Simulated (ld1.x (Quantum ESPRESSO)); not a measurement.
Before and after: TM potential for Hf

- Element: hafnium
- Generator: ld1.x (Quantum ESPRESSO) 7.5
- Type: norm-conserving Troullier–Martins (Kleinman–Bylander form)
- Functional: LDA (PZ)
- Relativity: scalar-relativistic
- Frozen core: [Xe] 4f14
- Valence charge: 4
- Reference configuration: 5d2 6s1.5 6p0.5
- Partial waves: 6p (bound): rc 3.00 bohr; 5d (bound): rc 2.75 bohr; 6s (bound): rc 2.30 bohr
- Local potential: the s channel
- Core correction: a·sin(br)/r model core inside 1.70 bohr

Change: wave 6s (bound): rc 2.30 bohr becomes 6s (bound): rc 3.54 bohr.

Cutoffs: the cutoffs (Ry, on a coarse ladder) from which the occupation-weighted sum of valence levels, in a spherical-Bessel basis at the reference potential, stays within 10 and 1 mRy of its value at 400 Ry; they do not see the model core or the augmentation charge, which bear on the density cutoff. Errors are all-electron minus pseudo energies relative to the spin-unpolarised reference configuration.

Question: How do hardness, ghosts and transferability respond?

Answer: The potential gets softer (21 Ry and 30 Ry → 18 Ry and 25 Ry); of the 9 tests that both files solve, the error grows in 4 and shrinks in 2 by more than 15 % and 0.3 meV (median size 12.7 → 17.0 meV); neither file shows a bound ghost. A larger radius leaves more room for a smooth pseudo-wave, so fewer plane waves are needed.

| quantity | base | changed |
| --- | --- | --- |
| cutoff, loose | 21 Ry | 18 Ry |
| cutoff, tight | 30 Ry | 25 Ry |
| loose cutoff by channel (10 mRy a level) | p 6 Ry, d 18 Ry, s 10 Ry | p 6 Ry, d 18 Ry, s 6 Ry |
| bound ghosts | none | none |
| error for 5d2 6s2 6p0, meV [ΔE -1.93 eV] | -0.1 | -0.7 |
| error for 5d2 6s1 6p0, meV [ΔE 6.27 eV] | -4.1 | -3.4 |
| error for 5d2 6s0 6p0, meV [ΔE 20.77 eV] | -31 | -43 |
| error for 5d2.5 6s1.5 6p0, meV [ΔE -0.68 eV] | -13 | -12 |
| error for 5d2 6s0 6p1, meV [ΔE 11.07 eV] | -8.0 | -17 |
| error for 5d1 6s2 6p0, meV [ΔE 4.80 eV] | -27 | -8.7 |
| error for 5d2 6s0 6p2, meV [ΔE 6.15 eV] | -9.6 | -20 |
| error for 5d2 6s1.5 6p0.5 (spin-polarised), meV [ΔE -0.82 eV] | +38 | +38 |
| error for 5d2 6s2 6p0 (spin-polarised), meV [ΔE -2.37 eV] | +26 | +26 |
